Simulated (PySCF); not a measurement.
Species: C4H12GeOSi.
Atom-mapped SMILES: `[CH2:1]=[C:2]([CH3:3])[Ge@@H:4]([CH3:5])[O:6][SiH3:7]` (hydrogens: H8, H9 on C1; H10, H11, H12 on C3; H13 on Ge4; H14, H15, H16 on C5; H17, H18, H19 on Si7)

A GFN2-xTB structure was refined with PBE0-D3(BJ)/def2-SVP geometry optimisation, gas phase in PySCF 2.14.0. Its GFN2-xTB values:

```csv
coordinate,GFN2-xTB
C1=C2,1.308 Å
C1–H8,1.060 Å
C1–H9,1.113 Å
C2–C3,1.494 Å
C2–Ge4,2.004 Å
C3–H10,1.070 Å
Ge4–C5,1.986 Å
Ge4–O6,1.737 Å
Ge4–H13,1.515 Å
C5–H14,1.072 Å
O6–Si7,1.617 Å
Si7–H17,1.460 Å
C1–C2–C3,123.6°
C1–C2–Ge4,120.2°
C2–Ge4–C5,114.9°
C2–Ge4–O6,106.8°
C3–C2–Ge4,116.1°
Ge4–O6–Si7,143.7°
C5–Ge4–O6,108.5°
C1–C2–Ge4–C5,-8°
C2–Ge4–O6–Si7,-54°
```

How do these coordinates change at the PBE0-D3(BJ)/def2-SVP level?

```tsv
coordinate	PBE0-D3(BJ)/def2-SVP (Å or °)	change
Ge4–O6	1.794	+0.057
C2–Ge4	1.948	-0.056
Ge4–C5	1.942	-0.044
Si7–H17	1.499	+0.039
O6–Si7	1.652	+0.035
C1–H8	1.095	+0.035
C1=C2	1.339	+0.031
C3–H10	1.101	+0.031
C5–H14	1.100	+0.028
Ge4–H13	1.541	+0.026
C1–H9	1.098	-0.015
C2–C3	1.499	+0.005
Ge4–O6–Si7	134.8	-8.9
C2–Ge4–C5	112.8	-2.1
C3–C2–Ge4	117.7	+1.6
C1–C2–Ge4	119.2	-1.0
C1–C2–C3	123.1	-0.5
C5–Ge4–O6	108.2	-0.3
C2–Ge4–O6	106.8	0.0
C1–C2–Ge4–C5	0	+8
C2–Ge4–O6–Si7	-48	+6
```

The energy falls by 7.5 kcal/mol over 9 energy and gradient evaluations, the largest force component goes from 0.0310 to 1.7e-04 Eh/bohr, and the atoms move by 0.151 Å rms after alignment. Among the bonds, C2–Ge4 and Ge4–O6 change most and about equally (-0.056 to +0.057 Å). Bonds longer at the end by more than 0.005 Å: 12 of 18; shorter: 4. Among the dihedrals that turn most is C1–C2–Ge4–H13, from -138° to -128°. Rotational constants go from 1709, 1155, 875.9 to 1692, 1196, 903.2 MHz.

The run used 180 basis functions and 60 SCF cycles in all.

Not checked by PBE0-D3(BJ)/def2-SVP frequencies. The numbers are those of one conformer.
